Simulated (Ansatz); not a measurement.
Coupled-cluster run, H6OSi3, SMILES `O[SiH]1[SiH2][SiH2]1`.

```yaml
crystal:
  periodic: [false, false, false]
  atoms:
    - {symbol: O, position_ang: [-1.435380, 0.508550, -1.856921]}
    - {symbol: Si, position_ang: [-0.998930, 0.224473, -0.293486]}
    - {symbol: Si, position_ang: [0.432347, -1.472060, 0.346165]}
    - {symbol: Si, position_ang: [1.030769, 0.781216, 0.693083]}
    - {symbol: H, position_ang: [-1.445970, 1.423772, -2.143205]}
    - {symbol: H, position_ang: [-2.113708, 0.394562, 0.678650]}
    - {symbol: H, position_ang: [1.296688, -2.096423, -0.687286]}
    - {symbol: H, position_ang: [0.052893, -2.421322, 1.422955]}
    - {symbol: H, position_ang: [1.090352, 1.445733, 2.020269]}
    - {symbol: H, position_ang: [2.174039, 1.160299, -0.177223]}
basis:
  gaussian: {orbitals: def2-SVP}
correlation: {method: ccsd_t}
```

```sh
$ ansatz run in.yaml --threads 2 --pin off --events-out ev --progress --plain --max-ram 4352MiB
```

The program prints (abridged):

```
Functional definition: HF
941 factors; integrals over basis functions are off by at most 1.1e-3 eV
mean field evaluation 1: about -25706.4903 eV, gradient 3.3e1 eV
mean field evaluation 2: about -25706.4913 eV, gradient 3.3e1 eV
mean field evaluation 4: about -25709.2385 eV, gradient 3.2e0 eV
mean field evaluation 8: about -25709.2891 eV, gradient 1.1e-1 eV
mean field evaluation 16: about -25709.2868 eV, gradient 4.0e-1 eV
mean field -25709.28929249 eV, -944.7989551169 hartree, gradient 1.1e-6 eV, S^2 0.000000; 0 other end points of the search recorded, 0 dependent functions left out
16 core orbitals not correlated: weight in the atoms' cores, before any rotation towards them, 1.000 or more for the frozen orbitals, at most 0.000 for the correlated occupied ones
reference -25709.28929249 eV, -944.7989551169 hartree; 12, 12 occupied and 70, 70 virtual orbitals, 941 factors
second order -12.99052103 eV of doubles, -0.00000000 eV of singles
cycle   1  -13.97964366 eV  change   -9.9e-1 eV  update   9.9e-2
cycle   2  -14.44789475 eV  change   -4.7e-1 eV  update   3.2e-2
cycle   3  -14.53361011 eV  change   -8.6e-2 eV  update   1.5e-2
cycle   4  -14.53026968 eV  change    3.3e-3 eV  update   3.9e-3
cycle   5  -14.52878216 eV  change    1.5e-3 eV  update   1.5e-3
cycle   6  -14.52860792 eV  change    1.7e-4 eV  update   5.2e-4
cycle   7  -14.52843313 eV  change    1.7e-4 eV  update   1.9e-4
cycle   8  -14.52843723 eV  change   -4.1e-6 eV  update   7.3e-5
cycle   9  -14.52846708 eV  change   -3.0e-5 eV  update   3.1e-5
cycle  10  -14.52846017 eV  change    6.9e-6 eV  update   1.3e-5
perturbative correction -0.42827111 eV, -0.0157386729 hartree
Total energy: -25724.24602377 eV, -945.3486048533 hartree
```

Hardware: 2 threads of an Arm Neoverse V1 on a shared host. Wall time 4 s, peak host memory 0.32 GiB.

Correlation energy per correlated electron: -0.623 eV. T1 diagnostic: 0.0137.
